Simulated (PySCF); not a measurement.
**SMILES NC[SiH]1OCCO1, C3H9NO2Si**

Cartesian coordinates in Å; atom numbers follow the order of the lines, from 1:
```xyz
16

N     2.0475    1.0256    0.6377
C     2.0132   -0.3190    0.0750
Si    0.2258   -0.8296   -0.3046
O    -0.6515   -1.1013    1.0513
C    -1.8975   -0.4740    0.9716
C    -1.7913    0.6655   -0.0618
O    -0.6928    0.4009   -0.8887
H     1.6848    1.6896   -0.0376
H     2.9994    1.2967    0.8630
H     2.6221   -0.4297   -0.8340
H     2.4340   -1.0018    0.8135
H     0.1256   -1.9588   -1.2302
H    -2.6423   -1.2094    0.6493
H    -2.1666   -0.0999    1.9610
H    -2.6916    0.7285   -0.6777
H    -1.6265    1.6254    0.4371
```

Theory: PySCF, GIAO CAM-B3LYP/pcSseg-1 magnetisability, rotational g tensor and spin-rotation constants, non-relativistic, gas phase. Geometry: GFN2-xTB.

(1) Give the nuclear spin-rotation constants along the inertial axes (H = +C I·J) beside the isotropic shieldings.

(2) How do the rotational constants and the g tensor change when H8, H9, H10, H11, H12, H13, H14, H15, H16 are replaced by deuterium?

Results:

(1) Rotational constants 3.9036, 1.6487, 1.5284 GHz. A star marks the isotopologue with that one atom substituted, in its own axes.
| atom | isotope | Caa (kHz) | Cbb (kHz) | Ccc (kHz) | mean (kHz) | σ (ppm) |
| --- | --- | --- | --- | --- | --- | --- |
| N1 | 14N | 0.117 | 0.053 | 0.055 | 0.075 | 252.3 |
| H8 | 1H | -0.429 | -0.012 | -0.174 | -0.205 | 31.3 |
| H9 | 1H | 0.002 | -0.207 | -0.162 | -0.123 | 31.3 |
| H10 | 1H | -0.128 | -0.191 | -0.043 | -0.120 | 29.3 |
| H11 | 1H | -0.306 | -0.006 | -0.150 | -0.154 | 29.3 |
| H12 | 1H | -0.315 | -0.105 | 0.026 | -0.131 | 27.0 |
| H13 | 1H | -0.069 | -0.118 | -0.085 | -0.090 | 27.6 |
| H14 | 1H | -0.383 | -0.168 | 0.087 | -0.155 | 27.4 |
| H15 | 1H | -0.029 | -0.116 | -0.104 | -0.083 | 27.6 |
| H16 | 1H | -0.365 | -0.040 | -0.038 | -0.148 | 27.5 |
| C2 | 13C* | 0.748 | 0.268 | 0.232 | 0.416 | 150.7 |
| Si3 | 29Si* | -2.473 | -1.047 | -1.039 | -1.520 | 336.1 |
| O4 | 17O* | -0.446 | -0.061 | -0.119 | -0.209 | 303.7 |
| C5 | 13C* | 0.731 | 0.347 | 0.380 | 0.486 | 118.8 |

For the geometry as given, no vibrational averaging.

(2) Constants 3.3188, 1.3907, 1.2955 GHz; g -0.0367, -0.0086, -0.0065, against -0.0430, -0.0114, -0.0066 before.
